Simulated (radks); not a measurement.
Results of a calculation; reference values are marked as such.
Charge is removed step by step from the 4p3/2 level of Br, starting from [Ar] 3d10 4s2 4p(1/2: 2, 3/2: 3). Level of theory: Dirac Kohn-Sham, LDA (Slater exchange, Perdew-Wang correlation), spin-unpolarised, spherical densities, finite nucleus; Fermi nuclear charge, rms radius 4.1629 fm (a radial shooting solver on a logarithmic mesh with Libxc functionals).

removed (e)  E - E(0) (eV)  eigenvalue (eV)  E minus straight line (eV)
0                    0.000           -7.813                       0.000
0.25                 2.235          -10.080                      -0.888
0.5                  5.047          -12.436                      -1.198
0.75                 8.459          -14.874                      -0.909
1                   12.491          -17.389                       0.000

Removing the whole electron costs 12.491 eV by Delta-SCF, against 7.813 eV from minus the eigenvalue at the starting occupation. Slater's transition state (half an electron removed) gives 12.436 eV. Integrating minus the eigenvalue over the occupation (Janak's theorem) gives 12.491 eV. The mean slope of the eigenvalue, de/dn, is 9.58 eV per electron. Ionisation energy of Br in the NIST Atomic Spectra Database: 11.814 eV (measured).

Beside tabulated values, note that spin-unpolarised runs miss the spin-polarisation part of the exchange energy of open shells.
